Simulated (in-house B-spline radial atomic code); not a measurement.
Radial electron density of Mg⁺, [Ne] 3d1. Computed with a radial B-spline atomic code at the basis-set limit: non-relativistic r2SCAN, spin-polarised, spherical fractional occupations, point nucleus, inside a hard spherical wall at 4.96 bohr.

Columns: r (bohr), 4πr²n(r) (electrons per bohr), bar.

```
 0.00549   0.3626 #
  0.0065   0.4961 ##
 0.00771   0.6781 ##
 0.00914   0.9209 ###
  0.0108    1.236 ####
  0.0128    1.654 #####
  0.0152    2.203 #######
  0.0181    2.914 ##########
  0.0214    3.764 ############
  0.0254     4.82 ################
  0.0301    6.051 ####################
  0.0357    7.451 #########################
  0.0423    8.943 ##############################
  0.0501    10.43 ###################################
  0.0594    11.78 #######################################
  0.0704     12.8 ##########################################
  0.0835    13.29 ############################################
   0.099    13.13 ###########################################
   0.117    12.31 #########################################
   0.139    10.93 ####################################
   0.165    9.354 ###############################
   0.196    8.032 ###########################
   0.232    7.419 #########################
   0.275    7.684 #########################
   0.326    8.701 #############################
   0.386    9.985 #################################
   0.458    10.91 ####################################
   0.543    10.93 ####################################
   0.644    9.871 #################################
   0.763    7.949 ##########################
   0.904    5.655 ###################
    1.07    3.536 ############
    1.27    1.917 ######
    1.51   0.9403 ###
    1.79   0.5153 ##
    2.12    0.416 #
    2.51   0.4541 ##
    2.98    0.473 ##
    3.53   0.3673 #
    4.18   0.1425 
    4.91 0.0006405
```

On this grid the curve has 3 maxima, near 0.0835, 0.543, 2.98 bohr.

The 2p up radial function P(r) = rR(r), positive near the nucleus:

| r (bohr) | P |
| --- | --- |
| 0.00549 | 0.001553 |
| 0.00771 | 0.003022 |
| 0.0108 | 0.005822 |
| 0.0152 | 0.01124 |
| 0.0214 | 0.02147 |
| 0.0301 | 0.04036 |
| 0.0423 | 0.07426 |
| 0.0594 | 0.1328 |
| 0.0835 | 0.2292 |
| 0.117 | 0.3747 |
| 0.165 | 0.5782 |
| 0.232 | 0.8185 |
| 0.326 | 1.04 |
| 0.458 | 1.153 |
| 0.644 | 1.079 |
| 0.904 | 0.8227 |
| 1.27 | 0.4861 |
| 1.79 | 0.2047 |
| 2.51 | 0.05692 |
| 3.53 | 0.00876 |
